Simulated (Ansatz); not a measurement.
B2FH3Si (`FB1B[SiH2]1`), relaxed with RKS PBE-D4/def2-SVP in Ansatz 0.2.0 from a rough embedded geometry. The force threshold is 0.03 eV/Å; the program also tests the step.

Charge 0, multiplicity 1.

Start:

```xyz
7

F    -0.446    0.741   -2.436
B    -0.137    0.339   -1.056
B     1.055    0.270    0.247
Si   -0.540   -0.408    0.604
H     2.186    0.509    0.620
H    -0.690   -1.895    0.590
H    -1.427    0.445    1.430
```

```
         step  energy (eV)  largest force (eV/Å)  largest move (Å)
            1  -11977.6891                 5.106             0.000
            2  -11978.5557                 2.922             0.145
            3  -11978.9522                 1.276             0.180
            4  -11979.1724                 1.287             0.200
            5  -11979.4553                 1.248             0.197
            6  -11979.7648                 1.632             0.195
            7  -11980.0366                 0.958             0.195
            8  -11980.2472                 0.862             0.199
            9  -11980.3645                 0.747             0.198
           10  -11980.4175                 0.596             0.082
           11  -11980.4891                 0.269             0.200
           12  -11980.4897                 0.177             0.168
           13  -11980.4948                 0.241             0.086
14 (rejected)  -11980.4946                 0.265             0.053
           15  -11980.5003                 0.060             0.027
           16  -11980.5009                 0.014             0.021
```

End:

```xyz
7

F    -0.629    1.483   -1.891
B     0.216    0.910   -1.102
B     1.066    0.134   -0.061
Si   -0.469   -0.620    0.718
H     2.223   -0.019    0.243
H    -0.553   -1.569    1.885
H    -1.853   -0.319    0.208
```

It took 19 s on 2 threads of an Arm Neoverse V1 on a shared host, with 0.14 GiB of host memory at the peak.
